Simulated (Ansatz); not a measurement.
A nudged elastic band was laid between two geometries of GeH4 + H (6 atoms, charge 0, multiplicity 2).

All numbers below come from UHF/def2-SVP (Ansatz 0.2.0).

| Item | Value |
| --- | --- |
| movable images | 7 |
| climbing image | yes |
| spring | 5.0 eV/Å² |
| optimiser | quadratic models (default) |
| start path | through a guess of the saddle point |
| force threshold | 0.03 eV/Å |
| iteration limit | 60 |
| end points | relaxed |

Image 0:

```xyz
6
Properties=species:S:1:pos:R:3
Ge 0.003 0.000 -0.380
H 0.009 0.000 1.154
H 1.446 0.000 -0.897
H -0.722 1.252 -0.888
H -0.722 -1.252 -0.888
H -0.012 0.000 4.911
```

Image 8:

```xyz
6
Properties=species:S:1:pos:R:3
Ge 0.001 0.000 -0.878
H -0.001 0.000 3.594
H 1.461 0.000 -1.348
H -0.729 1.264 -1.349
H -0.729 -1.264 -1.349
H -0.001 0.000 4.341
```

What changes between the two ends?

Bonds broken: Ge1–H2. Bonds formed: H2–H6. GeH4 + H becomes GeH3 + H2.

Give the energies along the band, and the barrier.

It converged. The highest image is number 3 of 0 to 8, 0.53 eV above the first end and 1.07 eV above the last; the last end lies 0.54 eV below the first. A vibrational analysis at the climbing image gives one clearly imaginary mode, 1888i cm⁻¹: a first-order saddle point.

| image | path coordinate (Å) | energy (eV) | Ge1–H2 (Å) | H2–H6 (Å) |
| --- | --- | --- | --- | --- |
| 0 | 0.00 | 0.00 | 1.53 | 3.76 |
| 1 | 0.78 | 0.01 | 1.53 | 2.90 |
| 2 | 1.56 | 0.08 | 1.53 | 2.06 |
| 3 | 2.34 | 0.53 | 1.70 | 1.09 |
| 4 | 2.95 | -0.21 | 2.41 | 0.75 |
| 5 | 3.56 | -0.44 | 2.91 | 0.75 |
| 6 | 4.17 | -0.52 | 3.42 | 0.75 |
| 7 | 4.77 | -0.53 | 3.95 | 0.75 |
| 8 | 5.38 | -0.54 | 4.47 | 0.75 |

What is the geometry of the highest image?


```xyz
6
Properties=species:S:1:pos:R:3
Ge 0.001 0.000 -0.001
H 0.001 0.000 1.700
H 1.454 0.000 -0.489
H -0.725 1.258 -0.492
H -0.725 -1.258 -0.492
H -0.005 0.000 2.786
```

What are the harmonic wavenumbers there?

1888i, 324, 324, 860, 939, 939, 1005, 1005, 1054, 2242, 2242, 2250 cm⁻¹.

The run took 52 s on 1 thread of Arm Neoverse V1, on a shared host, peak memory 0.12 GiB.
